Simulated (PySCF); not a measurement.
## Au⁺ (gold, charge +1) across methods

[Xe] 4f14 5d9 6s1, high-spin 3D determinant (an excited configuration). Computed with PySCF 2.14 in ANO-RCC-VTZP (8s7p5d3f1g, 84 functions), with the spin-free X2C one-electron Hamiltonian (Gaussian nucleus).

| method | E (hartree) | mean ε 5d α (eV) | mean ε 5d β (eV) | mean ε 6s α (eV) | Σ⟨r²⟩ (bohr²) | ⟨S²⟩ |
| --- | --- | --- | --- | --- | --- | --- |
| M06-2X | -19015.49 | -21.877 | -20.667 | -16.681 | 50.82 | 2.002 |
| LDA | -19001.78 | -18.377 | -17.427 | -15.137 | 51.26 | 2.000 |
| BLYP | -19014.61 | -17.962 | -17.059 | -14.743 | 51.47 | 2.000 |
| UHF | -19007.74509 | -24.482 | -23.106 | -17.126 | 50.95 | 2.003 |
| PBE | -19013.56 | -18.156 | -17.142 | -14.812 | 51.24 | 2.001 |
| r2SCAN | -19013.55 | -18.555 | -17.395 | -15.114 | 50.90 | 2.002 |
| PBEsol | -19007.82 | -18.185 | -17.165 | -14.886 | 51.18 | 2.001 |
| PBE0 | -19013.29 | -19.967 | -18.875 | -15.581 | 50.98 | 2.001 |

Spin-orbit coupling, absent here, splits the open shell strongly.
